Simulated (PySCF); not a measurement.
Radial density of C⁺ (carbon, charge +1)

B2PLYP, [He] 2s2 2p1, 2P determinant. Calculation: PySCF 2.14, in aug-cc-pVQZ with one added diffuse shell each of s, p, d, f, g type (7s6p5d4f3g, 105 functions); no relativity, point nucleus.

| r (bohr) | 4πr²ρ (e/bohr) | 4πr²(ρα − ρβ) |
| --- | --- | --- |
| 0.00413 | 0.02628 | 0.0000 |
| 0.00695 | 0.07177 | 0.0000 |
| 0.0117 | 0.1920 | 0.0000 |
| 0.0197 | 0.4934 | 0.0000 |
| 0.0331 | 1.190 | 0.0001 |
| 0.0556 | 2.573 | 0.0007 |
| 0.0936 | 4.648 | 0.0034 |
| 0.157 | 6.234 | 0.0158 |
| 0.265 | 5.132 | 0.0650 |
| 0.445 | 2.157 | 0.2275 |
| 0.749 | 1.556 | 0.5319 |
| 1.26 | 2.052 | 0.6241 |
| 2.12 | 0.8142 | 0.2521 |
| 3.57 | 0.05540 | 0.0210 |
| 6.00 | 0.0003322 | 0.0002 |
